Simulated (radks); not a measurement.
Values are calculated unless marked as measured or tabulated.
Excited configurations of Ca I: one electron is placed in a higher orbital outside [Ar] 4s1. The ground configuration is [Ar] 4s2. Level of theory: scalar-relativistic Kohn-Sham, PBE, spin-polarised, spherical densities, finite nucleus; open shells are filled with parallel spins first; Fermi nuclear charge, rms radius 3.4776 fm (a radial shooting solver on a logarithmic mesh with Libxc functionals). Excitation = E - E(ground); binding = E(ion) - E, where the ion is the core of charge +1; n* = 1/sqrt(2 binding) in atomic units, and the quantum defect is n - n*.

outer orbital  excitation (eV)  binding (eV)     n*  quantum defect  eigenvalue (eV)  <r> (bohr)
3d                       1.814         4.278  1.783           1.217           -0.984       3.312
4p                       1.874         4.218  1.796           2.204           -2.243       4.979
4d                       4.419         1.673  2.852           1.148           -0.788       10.11
5s                       3.760         2.332  2.415           2.585           -1.433       9.542
5p                       4.314         1.777  2.767           2.233           -1.063       11.77
6p                       5.041         1.050  3.599           2.401           -0.664       21.02
7s                       5.262         0.829  4.050           2.950           -0.553       28.04

The Delta-SCF ionisation energy is 6.092 eV (NIST Atomic Spectra Database: 6.113 eV, measured). Self-interaction in the functional shifts the binding energies and quantum defects, so they are the method's values and not measured ones.
